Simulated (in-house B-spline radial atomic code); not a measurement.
Atomic self-consistent-field run: Ir. Method: Dirac-Kohn-Sham wB97X, spherical fractional occupations, Fermi nucleus of rms radius 5.4032 fm. Calculated with an all-electron radial atomic-structure program (B-spline basis).

Command:
```bash
python run_scf.py task.json out
```
Settings (nuclear radius in fm, mass in u):
```
Z                77
configuration    [Xe] 4f14 5d7 6s2
hamiltonian      dirac
method           wb97x
spin_polarised   False
nucleus          fermi
rms_radius       5.4032
atomic_mass      192.96292
speed_of_light   137.035999084
```

Output (hartree, bohr):
```
 radial grid: 77 intervals, B-splines of order 8, outer radius 50 bohr

 iter        energy (Eh)    residual
    1      -17852.942386    6.62e-01
    2      -17838.437278    3.07e-01
    3      -17853.106310    1.46e-01
    4      -17854.499462    4.94e-02
    5      -17854.572354    5.42e-02
    6      -17854.615511    5.13e-03
    7      -17854.616586    3.82e-03
    8      -17854.617265    1.06e-03
    9      -17854.617300    2.58e-04
   10      -17854.617303    4.86e-05
   11      -17854.617303    7.10e-06
   12      -17854.617303    6.30e-07

 total energy                    -17854.61730
 kinetic                           20333.8148
 electron-nucleus                 -44800.3307
 Hartree                            6960.8344
 exact exchange                      -64.1527
 exchange-correlation               -284.7831

 first-order corrections (not in the total)
   Gaunt                            22.1530
   retardation                      -2.3497
   frequency dependence             -0.4045
   self-energy                      16.3600
   Uehling                          -3.2152
   Wichmann-Kroll                    0.1353
   recoil                            0.0309

 orbital      occ     eigenvalue          <r>       <r^2>       <1/r>     <1/r^3>       r_max    small
 1s1/2      2.000     -2796.2063    0.0174412 0.000419646     92.1425           -     0.01082  8.50e-02
 2s1/2      2.000      -489.8429    0.0729602  0.00635995       22.56           -      0.0625  1.94e-02
 2p1/2      2.000      -469.1570     0.060185  0.00451894     22.5181           -     0.04621  1.95e-02
 2p3/2      4.000      -409.3342     0.068488  0.00571094     18.5849     18744.8     0.05337  1.74e-02
 3s1/2      2.000      -115.0668     0.189871    0.041368     8.28508           -      0.1759  6.44e-03
 3p1/2      2.000      -105.7894     0.180073   0.0378281     8.19797           -      0.1644  6.39e-03
 3p3/2      4.000       -92.6609     0.195348      0.0443     7.17705     4314.18       0.179  5.80e-03
 3d3/2      4.000       -77.1808     0.170488   0.0341351     7.07069     749.835      0.1397  5.68e-03
 3d5/2      6.000       -74.3473     0.175164   0.0359034     6.83436      628.52      0.1437  5.52e-03
 4s1/2      2.000       -24.8709      0.42325    0.202398     3.49238           -      0.3978  2.15e-03
 4p1/2      2.000       -20.9477     0.426774    0.207448     3.38226           -      0.3966  2.06e-03
 4p3/2      4.000       -17.8355     0.460196    0.240879     3.03044     1078.11      0.4268  1.84e-03
 4d3/2      4.000       -11.3985     0.471806    0.257721     2.82202     157.973      0.4213  1.64e-03
 4d5/2      6.000       -10.8191     0.483033    0.269939     2.73894     129.575      0.4308  1.58e-03
 5s1/2      2.000        -3.8513     0.981468     1.08152     1.38569           -      0.8936  5.13e-04
 5p1/2      2.000        -2.5989      1.06829     1.29212     1.25837           -      0.9494  4.34e-04
 5p3/2      4.000        -2.0946       1.1675     1.54584     1.13122     170.339       1.029  3.68e-04
 4f5/2      6.000        -2.6179     0.530329    0.344227      2.3357     25.7719       0.393  1.20e-03
 4f7/2      8.000        -2.5019     0.537939    0.354393     2.30255     24.5139      0.3977  1.17e-03
 5d3/2      2.800        -0.3495       1.6736     3.37346    0.794023     12.9032       1.273  1.88e-04
 5d5/2      4.200        -0.3042      1.75518     3.73395    0.757959     10.0422       1.315  1.72e-04
 6s1/2      2.000        -0.3340       2.9306     9.83742     0.43504           -       2.418  5.71e-05
```

Time taken, with all properties: 16 s on 1 thread of Arm Neoverse V1, with other jobs on the host.

For the Dirac Hamiltonian the kinetic term is c α·p + (β - 1)c².

Caution: exact exchange at fractional occupations of open shells leaves self-interaction of up to several eV.
